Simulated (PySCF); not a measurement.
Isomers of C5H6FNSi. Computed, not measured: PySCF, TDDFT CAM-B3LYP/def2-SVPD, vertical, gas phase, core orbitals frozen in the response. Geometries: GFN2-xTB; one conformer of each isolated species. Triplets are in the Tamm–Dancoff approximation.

A. `C=N[C@@H]1[Si@@H](C#C)[C@@H]1F`
B. `[H]/N=C/[C@H]1[C@H](F)[Si@H]1C#C`
C. `N#CC(/C=C\F)=C/[SiH3]`
D. `C#C[Si@](N)(F)C#CC`

Lowest singlet levels (six at most, fewer where fewer were computed) with oscillator strengths:

1. 5.08 eV (f 0.513); 6.00 eV (f 0.002); 6.37 eV (f 0.078); 6.47 eV (f 0.002); 6.72 eV (f 0.006); 6.95 eV (f 0.126); T1 2.80 eV
2. 5.11 eV (f 0.031); 5.40 eV (f 0.002); 5.51 eV (f 0.202); 6.03 eV (f 0.002); 6.06 eV (f 0.042); 6.42 eV (f 0.072); T1 4.10 eV
3. 4.27 eV (f 0.044); 5.19 eV (f 0.010); 5.34 eV (f 0.298); 5.54 eV (f 0.004); 5.79 eV (f 0.023); 6.16 eV (f 0.015); T1 3.47 eV
4. 5.73 eV (f 0.001); 6.01 eV (f 0.001); 6.08 eV (f 0.001); 6.16 eV (f 0.003); 6.39 eV (f 0.005); 6.51 eV (f 0.002); T1 4.93 eV

**Question.** Match each spectrum to its molecule.

**Answer.** 1 = C, 2 = B, 3 = A, 4 = D.
- A: S1 at 4.27 eV, HOMO→LUMO (61%), HOMO-1→LUMO (10%); Löwdin shares by element: HOMO carbon 26% or more, nitrogen 24%, silicon 17% (atoms not listed hold the other 32%); LUMO carbon 40% or more, silicon 21% (atoms not listed hold the other 39%); HOMO -7.75 and LUMO -0.16 eV.
- B: S1 at 5.11 eV, HOMO-1→LUMO+2 (27%), HOMO-1→LUMO (26%), HOMO→LUMO (21%); Löwdin shares by element: HOMO carbon 34% or more, silicon 21%, nitrogen 13% (atoms not listed hold the other 32%); LUMO carbon 42% or more, silicon 26% (atoms not listed hold the other 33%); HOMO -8.28 and LUMO -0.07 eV.
- C: S1 at 5.08 eV, HOMO→LUMO (97%); Löwdin shares by element: HOMO carbon 73% or more (atoms not listed hold the other 27%); LUMO carbon 60% or more, silicon 9% (atoms not listed hold the other 31%); HOMO -8.72 and LUMO -1.27 eV.
- D: S1 at 5.73 eV, HOMO→LUMO (54%), HOMO-1→LUMO (16%); Löwdin shares by element: HOMO carbon 48% or more, nitrogen 33% (atoms not listed hold the other 19%); LUMO carbon 49% or more, silicon 20% (atoms not listed hold the other 32%); HOMO -8.99 and LUMO 0.45 eV.
B and C have S1 within 0.04 eV of each other; their strongest listed levels stand at 5.51 eV (f 0.202) and 5.08 eV (f 0.513).
